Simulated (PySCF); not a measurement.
Ba: excitation energy

Ba [Xe] 6s2 (1S) → Ba [Xe] 6s1 6p1 (3P), as a difference of total energies. All numbers are calculated (PySCF 2.14, scalar relativity by spin-free X2C-1e, in x2c-TZVPPall with one added diffuse shell each of s, p, d type (12s8p7d2f1g, 94 functions)). Correlated levels: valence: [Xe] frozen; valence and next inner shell: [Kr] 4d10 frozen. The calculations carry no spin-orbit coupling.

Q: Order these methods by the excitation energy they give, lowest first.
A. BHandHLYP
B. MP2 (valence)
C. TPSSh
D. UHF

A: D (0.794 eV), B (1.221 eV), C (1.429 eV), A (1.577 eV).

Errors of the correlated levels include the incompleteness of this basis and the frozen core.

For comparison: 1.622 eV (measured; NIST levels, between the centres of gravity of the two terms).
